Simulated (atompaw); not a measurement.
**What one change does to a pseudopotential (sulfur, PAW (atompaw))**

atompaw 4.2.0.5 input, output lines left out:

```
S 16
LDA-PW loggrid 1500 logderivrange -4 5 226
3 3 0 0 0 0
3 1 3.5
0 0 0
c
c
v
c
v
2
1.60 1.50 1.35 1.20
y
-1.25
n
y
1.85
n
y
-0.1
y
0.9
n
custom rrkj gramschmidtortho sinc
bessel
0.65
0.65
1.60
1.60
1.60
1.60
```

Change: augmentation sinc compensation charge, radius 1.50 bohr; PAW radius 1.60 bohr; waves and projectors: custom polynom vanderbiltortho.

Cutoffs: the cutoffs (Ry, on a coarse ladder) from which the occupation-weighted sum of valence levels, in a spherical-Bessel basis at the reference potential, stays within 10 and 1 mRy of its value at 400 Ry; they do not see the model core or the augmentation charge, which bear on the density cutoff.

Question: What does the change do?

Answer: The potential gets softer (120 Ry and 180 Ry → 80 Ry and 110 Ry); both files keep a bound ghost (s).

| quantity | base | changed |
| --- | --- | --- |
| cutoff, loose | 120 Ry | 80 Ry |
| cutoff, tight | 180 Ry | 110 Ry |
| loose cutoff by channel (10 mRy a level) | s 100 Ry, p 15 Ry | s 80 Ry, p 10 Ry |
| bound ghosts | s | s |
| s: phases at 1.60 bohr within 0.05 rad from the reference energy up to (Ry; the scan ends near 5) | to the end of the scan | to the end of the scan |
| p: phases at 1.60 bohr within 0.05 rad from the reference energy up to (Ry; the scan ends near 5) | to the end of the scan | to the end of the scan |
| d: phases at 1.60 bohr within 0.05 rad from the reference energy up to (Ry; the scan ends near 5) | to the end of the scan | to the end of the scan |
| lowest overlap eigenvalue by channel | s 0.59, p 0.78, d 0.96 | s 0.83, p 0.70, d 0.97 |

 A true bound ghost makes a file unfit for plane-wave use even where its test errors are small: the radial tests pick states by their node count and pass the ghost by. The cutoffs see the waves, projectors and local potential, not the compensation charge or the core.
